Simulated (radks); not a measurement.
All-electron atom: Ga II in [Ar] 3d10 4s2 (the NIST ground configuration). Method: scalar-relativistic Kohn-Sham, LB94 model potential, spin-unpolarised, spherical densities, finite nucleus; Fermi nuclear charge, rms radius 3.9973 fm; computed with a radial shooting solver on a logarithmic mesh with Libxc functionals.

Unscreened Slater integrals over Kohn-Sham orbitals (cm^-1). Empty in this configuration: 4p.

| integral | value |
|---|---|
| F0(4s,4s) | 93347 |
| F0(4s,3d) | 118940 |
| G2(4s,3d) | 12681 |
| F0(4s,3p) | 120800 |
| G1(4s,3p) | 7471.2 |
| F0(4s,3s) | 121190 |
| G0(4s,3s) | 5422.2 |
| F0(4s,4p) | 82016 |
| G1(4s,4p) | 52626 |
| F0(3d,3d) | 256900 |
| F2(3d,3d) | 117950 |
| F4(3d,3d) | 73192 |
| F0(3d,3p) | 272180 |
| F2(3d,3p) | 127760 |
| G1(3d,3p) | 157470 |
| G3(3d,3p) | 95509 |
| F0(3d,3s) | 276870 |
| G2(3d,3s) | 119260 |
| F0(3d,4p) | 96956 |
| F2(3d,4p) | 19224 |
| G1(3d,4p) | 7655.9 |
| G3(3d,4p) | 6438.4 |
| F0(3p,3p) | 291430 |
| F2(3p,3p) | 145220 |
| F0(3p,3s) | 296590 |
| G1(3p,3s) | 196010 |
| F0(3p,4p) | 98022 |
| F2(3p,4p) | 16130 |
| G0(3p,4p) | 3927.1 |
| G2(3p,4p) | 4452.2 |
| F0(3s,3s) | 302240 |
| F0(3s,4p) | 98242 |
| G1(3s,4p) | 4402.3 |
| F0(4p,4p) | 74256 |
| F2(4p,4p) | 38557 |
